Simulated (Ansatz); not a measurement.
BH7OSi2 (`[SiH3]BO[SiH3]`). The species carries charge 0 and has multiplicity 1. The geometry is a stationary point of PBE0-D4/def2-TZVP. It is one conformer, not always the lowest.

```xyz
11

Si   -0.349   -2.275    0.113
B     0.403   -0.392    0.231
O    -0.309    0.661   -0.219
Si    0.018    2.289   -0.266
H    -1.707   -2.338   -0.494
H    -0.414   -2.876    1.477
H     0.568   -3.131   -0.695
H     1.497   -0.192    0.706
H    -0.036    2.721   -1.682
H     1.361    2.552    0.310
H    -1.030    2.983    0.519
```

Task: What is the dipole moment at r2SCAN/def2-TZVPP? (An estimate is asked.)

Result: Ansatz gave: 1.63 D, with components (0.32, 1.60, -0.04) D in this frame, pointing from negative to positive charge.

Task: And with PBE, B3LYP, ωB97M-V? (Best estimate.)

Result: Ansatz gave: PBE 1.69 D, B3LYP 1.67 D, ωB97M-V 1.66 D.

Task: Give the Mulliken charges with r2SCAN, B3LYP, ωB97M-V in def2-TZVPP. (An estimate is asked.)

Result: Ansatz gave: 
```tsv
atom	r2SCAN	B3LYP	ωB97M-V
Si1	0.16	0.11	0.02
B2	0.19	0.16	0.10
O3	-0.32	-0.28	-0.28
Si4	0.43	0.41	0.30
H5	-0.08	-0.07	-0.03
H6	-0.08	-0.07	-0.03
H7	-0.08	-0.07	-0.03
H8	-0.03	0.00	0.04
H9	-0.06	-0.06	-0.02
H10	-0.07	-0.06	-0.02
H11	-0.06	-0.06	-0.02
```

B3LYP here is the variant with VWN-RPA as its local correlation; programs differ in this.
